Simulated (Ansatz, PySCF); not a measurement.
Breaking a bond: BrMg (cation, charge +1), lowest singlet found (which spin is the ground state isn't settled by this scan).

- RHF/cc-pVDZ (Ansatz, a first-principles code)
- UCCSDT(Q) = Ansatz with CCSDT(Q) on UHF/cc-pVDZ, cores with 3d frozen
- UKS-M06-2X/6-31G* = PySCF with unrestricted M06-2X/6-31G*, spherical d
- RCCSDT = CCSDT on RHF/cc-pVDZ, cores with 3d frozen (Ansatz)

Energies are in eV, each relative to the lowest point of its own curve between 1.88 and 2.70 Å, where full CI is lowest.

| R / Å | RHF | UCCSDT(Q) | UKS-M06-2X/6-31G* | RCCSDT |
|---|---|---|---|---|
| 1.88 | 1.839 | 1.942 | 1.710 | 1.941 |
| 2.04 | 0.512 | 0.572 | ___ | 0.571 |
| 2.18 | ___ | 0.089 | ___ | 0.088 |
| 2.27 | 0.000 | 0.000 | 0.000 | 0.000 |
| 2.39 | 0.088 | 0.056 | ___ | 0.057 |
| 2.49 | 0.263 | 0.204 | 0.284 | 0.206 |
| 2.58 | 0.473 | 0.385 | 0.494 | 0.388 |
| 2.61 | 0.550 | 0.452 | 0.571 | 0.455 |
| 2.70 | 0.798 | 0.666 | 0.816 | 0.670 |
| 2.85 | 1.239 | 1.036 | 1.246 | 1.042 |
| 2.96 | 1.568 | — | 1.557 | 1.305 |
| 3.09 | 1.950 | — | 1.866 | ___ |
| 3.30 | 2.529 | — | 2.097 | 1.955 |
| 3.50 | ___ | — | 2.184 | — |

Question: Some entries are withheld; supply them.

Answer: 
- 2.04, UKS-M06-2X/6-31G*: 0.454
- 2.18, RHF: 0.066
- 2.18, UKS-M06-2X/6-31G*: 0.048
- 2.39, UKS-M06-2X/6-31G*: 0.102
- 3.09, RCCSDT: 1.587
- 3.50, RHF: 3.023

Dashes: no converged value, or the column stops at the first point that the program doubted or that broke a chosen test of continuity, which isn't proof of a fault.

The scan ran from 1.88 to 8.90 Å; beyond the distances shown full CI changes its symmetry label. The restricted form behind RHF keeps the bonding electrons paired and can't separate into open-shell fragments. The unrestricted solution behind UCCSDT(Q) changes between 2.85 and 2.96 Å, which can leave a kink. The unrestricted determinant behind UCCSDT(Q) is spin-contaminated at 2.85 to 3.50 Å (<S²> up to 1.0, against 0.00 for a pure singlet). The unrestricted determinant behind UKS-M06-2X/6-31G* is spin-contaminated at 2.96 to 3.50 Å (<S²> up to 1.0, against 0.00 for a pure singlet).
